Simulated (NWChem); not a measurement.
System: HSO$_{3}$ anion

Excerpt of the output:

```
             Northwest Computational Chemistry Package (NWChem) 7.3.0
             --------------------------------------------------------

 C1  symmetry detected

                             Geometry "geometry" -> ""
                             -------------------------

 Output coordinates in angstroms (scale by  1.889725989 to convert to a.u.)

  No.       Tag          Charge          X              Y              Z
 ---- ---------------- ---------- -------------- -------------- --------------
    1 O                    8.0000     1.40544912     0.14682422     0.26228469
    2 S                   16.0000     0.03093483     0.18285341    -0.39448914
    3 O                    8.0000    -0.90729182     1.13305318     0.31180756
    4 O                    8.0000    -0.56891257    -1.43733950     0.11408170
    5 H                    1.0000     0.07108488    -1.66595776     0.80643462

 Effective nuclear repulsion energy (a.u.)     178.1894729368

                                 NWChem DFT Module
                                 -----------------

 Summary of "ao basis" -> "ao basis" (spherical)
 ------------------------------------------------------------------------------
       Tag                 Description            Shells   Functions and Types
 ---------------- ------------------------------  ------  ---------------------
 O                        aug-cc-pvdz                9       23   4s3p2d
 S                        aug-cc-pvdz               11       27   5s4p2d
 H                        aug-cc-pvdz                5        9   3s2p

            General Information
            -------------------
          SCF calculation type: DFT
          Wavefunction type:  closed shell.
          No. of atoms     :     5
          No. of electrons :    42
           Alpha electrons :    21
            Beta electrons :    21
          Charge           :    -1
          Spin multiplicity:     1
          Use of symmetry is: off; symmetry adaption is: off
          Maximum number of iterations: 150
          AO basis - number of functions:   105
                     number of shells:    43
          Convergence on energy requested:  1.00D-06
          Convergence on density requested:  1.00D-05
          Convergence on gradient requested:  5.00D-04

              XC Information
              --------------
                         B3LYP Method XC Potential
                     Hartree-Fock (Exact) Exchange  0.200
                        Slater Exchange Functional  0.800 local
                    Becke 1988 Exchange Functional  0.720 non-local
              Lee-Yang-Parr Correlation Functional  0.810
                  VWN I RPA Correlation Functional  0.190 local

             Grid Information
             ----------------
          Grid used for XC integration:  medium
          Radial quadrature: Mura-Knowles
          Angular quadrature: Lebedev.
          Tag              B.-S. Rad. Rad. Pts. Rad. Cut. Ang. Pts.
          ---              ---------- --------- --------- ---------
          O                   0.60       49          13.0       434
          S                   1.00       88          12.0       590
          H                   0.35       45          12.0       434
          Grid pruning is: on
          Number of quadrature shells:   280
          Spatial weights used:  Erf1

      Superposition of Atomic Density Guess
      -------------------------------------

 Sum of atomic energies:        -622.27861246

 Renormalizing density from      41.00 to     42

      Non-variational initial energy
      ------------------------------

 Total energy =    -632.336648
 1-e energy   =   -1243.692069
 2-e energy   =     433.165948
 HOMO         =       0.059178
 LUMO         =       0.172326

     ---------------------------------------------
      Total Density - Mulliken Population Analysis
     ---------------------------------------------

    Atom       Charge   Shell Charges
 -----------   ------   -------------------------------------------------------
    1 O    8     9.23   2.00  0.83  1.05  0.05  2.83  2.21  0.23  0.00  0.02
    2 S   16    13.91   2.00  2.03  0.70  0.69  0.26  6.02  1.29  0.66  0.02  0.28 -0.06
    3 O    8     9.19   2.00  0.83  1.05  0.04  2.83  2.20  0.21  0.01  0.02
    4 O    8     8.76   2.00  0.83  0.94 -0.03  2.74  2.05  0.22  0.00  0.01
    5 H    1     0.90   0.63  0.11  0.07  0.06  0.03

   convergence    iter        energy       DeltaE   RMS-Dens  Diis-err
 ---------------- ----- ----------------- --------- --------- ---------
 d= 0,ls=0.0,diis     1   -624.2540357658 -8.02D+02  2.53D-02  2.45D+00
 d= 0,ls=0.0,diis     2   -623.9529964086  3.01D-01  1.42D-02  5.60D+00
 d= 0,ls=0.0,diis     3   -624.4972435086 -5.44D-01  4.51D-03  5.13D-01
 d= 0,ls=0.0,diis     4   -624.5424402475 -4.52D-02  1.49D-03  4.88D-02
 d= 0,ls=0.0,diis     5   -624.5461220307 -3.68D-03  6.06D-04  1.40D-02
  Resetting Diis
 d= 0,ls=0.0,diis     6   -624.5474656392 -1.34D-03  1.02D-04  1.82D-04
 d= 0,ls=0.0,diis     7   -624.5474776294 -1.20D-05  1.50D-04  7.84D-05
 d= 0,ls=0.0,diis     8   -624.5474335530  4.41D-05  1.09D-04  5.23D-04
 d= 0,ls=0.0,diis     9   -624.5474852985 -5.17D-05  4.96D-06  6.42D-07
 d= 0,ls=0.0,diis    10   -624.5474853598 -6.13D-08  1.57D-06  6.02D-08

         Total DFT energy =     -624.547485359780
      One electron energy =    -1224.411696050468
           Coulomb energy =      473.735902498155
    Exchange-Corr. energy =      -52.061164744231
 Nuclear repulsion energy =      178.189472936765

 Numeric. integr. density =       42.000005827880

                       DFT Final Molecular Orbital Analysis
                       ------------------------------------

 Vector   19  Occ=2.000000D+00  E=-1.007684D-01
              MO Center=  4.3D-02,  4.8D-01,  1.9D-01, r^2= 2.6D+00
   Bfn.  Coefficient  Atom+Function         Bfn.  Coefficient  Atom+Function
  ----- ------------  ---------------      ----- ------------  ---------------
    57      0.330044  3 O  pz                56     -0.285540  3 O  py
     7     -0.274511  1 O  pz                 5      0.238799  1 O  px
    60      0.239258  3 O  pz                10     -0.204087  1 O  pz
    59     -0.190192  3 O  py                78      0.165614  4 O  px
     8      0.151839  1 O  px                 6      0.148172  1 O  py

 Vector   20  Occ=2.000000D+00  E=-8.480001D-02
              MO Center=  2.5D-01,  3.0D-01,  2.1D-01, r^2= 2.6D+00
   Bfn.  Coefficient  Atom+Function         Bfn.  Coefficient  Atom+Function
  ----- ------------  ---------------      ----- ------------  ---------------
     6      0.378952  1 O  py                55     -0.367298  3 O  px
     9      0.272076  1 O  py                58     -0.248949  3 O  px
     7      0.182636  1 O  pz                78      0.170663  4 O  px
     5     -0.166556  1 O  px                56     -0.153838  3 O  py
    10      0.140032  1 O  pz                59     -0.127902  3 O  py

 Vector   21  Occ=2.000000D+00  E=-5.496450D-02
              MO Center=  2.5D-02,  1.7D-01, -6.9D-02, r^2= 2.8D+00
   Bfn.  Coefficient  Atom+Function         Bfn.  Coefficient  Atom+Function
  ----- ------------  ---------------      ----- ------------  ---------------
    27      0.401450  2 S  s                 28      0.359119  2 S  s
    57      0.360225  3 O  pz                 7      0.332169  1 O  pz
    34     -0.260595  2 S  pz                60      0.256157  3 O  pz
    10      0.237169  1 O  pz                79     -0.168839  4 O  py
    37     -0.167006  2 S  pz                78     -0.148709  4 O  px

 Vector   22  Occ=0.000000D+00  E= 1.258875D-01
              MO Center=  2.7D-01, -2.6D+00,  1.3D+00, r^2= 1.1D+01
   Bfn.  Coefficient  Atom+Function         Bfn.  Coefficient  Atom+Function
  ----- ------------  ---------------      ----- ------------  ---------------
    28      2.806681  2 S  s                 99     -2.434170  5 H  s
     4     -0.668715  1 O  s                 40      0.629295  2 S  pz
    98     -0.585543  5 H  s                 39     -0.544289  2 S  py
    54     -0.540506  3 O  s                 85     -0.465070  4 O  py
    86      0.397395  4 O  pz                11      0.217047  1 O  px

 Vector   23  Occ=0.000000D+00  E= 1.665279D-01
              MO Center=  4.4D-01,  9.7D-01, -1.4D+00, r^2= 7.7D+00
   Bfn.  Coefficient  Atom+Function         Bfn.  Coefficient  Atom+Function
  ----- ------------  ---------------      ----- ------------  ---------------
    77      1.515548  4 O  s                 39      1.504575  2 S  py
    40     -1.215742  2 S  pz                28     -1.074855  2 S  s
    99      0.683193  5 H  s                 38      0.646281  2 S  px
    85      0.485503  4 O  py                36      0.474606  2 S  py
    63      0.331720  3 O  pz                13      0.313630  1 O  pz

 Vector   24  Occ=0.000000D+00  E= 1.769493D-01
              MO Center= -4.5D-02,  1.2D-01, -1.0D+00, r^2= 1.2D+01
   Bfn.  Coefficient  Atom+Function         Bfn.  Coefficient  Atom+Function
  ----- ------------  ---------------      ----- ------------  ---------------
     4      2.113640  1 O  s                 28     -1.895737  2 S  s
    40     -1.726539  2 S  pz                38     -1.396764  2 S  px
    35     -0.479994  2 S  px                27     -0.418666  2 S  s
    11     -0.380954  1 O  px                63      0.378263  3 O  pz
    54      0.367220  3 O  s                 86      0.316851  4 O  pz

     ---------------------------------------------
      Total Density - Mulliken Population Analysis
     ---------------------------------------------

    Atom       Charge   Shell Charges
 -----------   ------   -------------------------------------------------------
    1 O    8     8.86   2.01  0.85  1.04  0.16  2.79  1.76  0.22  0.01  0.02
    2 S   16    14.84   2.00  2.04  1.01  0.56  0.11  6.01  2.06  0.53 -0.02  0.52  0.02
    3 O    8     8.81   2.01  0.85  1.04  0.15  2.80  1.74  0.20  0.01  0.02
    4 O    8     8.55   2.01  0.85  0.93  0.05  2.81  1.70  0.19  0.01  0.00
    5 H    1     0.94   0.74  0.06  0.01  0.07  0.06

     -------------------------------------------
      Total Density - Lowdin Population Analysis
     -------------------------------------------

    Atom       Charge   Shell Charges
 -----------   ------   -------------------------------------------------------
    1 O    8     8.59   1.92  0.85  0.67  0.16  2.64  1.83  0.34  0.01  0.17
    2 S   16    15.38   1.99  1.66  0.85  0.41  0.15  5.91  1.76  0.97  0.16  0.58  0.93
    3 O    8     8.58   1.92  0.86  0.67  0.17  2.64  1.82  0.33  0.01  0.17
    4 O    8     8.22   1.91  0.81  0.58  0.13  2.63  1.73  0.30  0.01  0.12
    5 H    1     1.23   0.50  0.14  0.06  0.19  0.34

     Multipole analysis of the density
     ---------------------------------

     L   x y z        total         alpha         beta         nuclear
     -   - - -        -----         -----         ----         -------
     0   0 0 0     -1.000000    -21.000000    -21.000000     41.000000

     1   1 0 0      0.122438      0.061219      0.061219     -0.000000
     1   0 1 0     -0.472685     -0.236342     -0.236342      0.000000
     1   0 0 1     -0.324624     -0.162312     -0.162312      0.000000

     2   2 0 0    -31.347895    -60.307577    -60.307577     89.267259
     2   1 1 0     -0.237102     -0.012485     -0.012485     -0.212132
     2   1 0 1      0.149364      0.023493      0.023493      0.102378
     2   0 2 0    -28.899282    -68.517117    -68.517117    108.134952
     2   0 1 1     -2.259586      0.075412      0.075412     -2.410410
     2   0 0 2    -24.750641    -20.539735    -20.539735     16.328829
```

Level: B3LYP/aug-cc-pVDZ. The geometry was optimised at B3LYP/def2-SVPD. B3LYP is NWChem's, with the RPA form of VWN correlation.

### Question
Reconstruct the input file.

### Answer
This is not unique; one that fits is the input that was run:
```
start job
memory heap 200 mb stack 700 mb global 900 mb
charge -1
geometry units angstroms noautoz
  O      1.388240     0.280535     0.244003
  S      0.011606     0.183620    -0.402082
  O     -1.017255     1.007928     0.335458
  O     -0.403948    -1.504584     0.067778
  H      0.263780    -1.679806     0.749432
end
basis spherical
  O library aug-cc-pvdz
  S library aug-cc-pvdz
  H library aug-cc-pvdz
end
dft
  xc b3lyp
  iterations 150
  mulliken
end
task dft energy
```
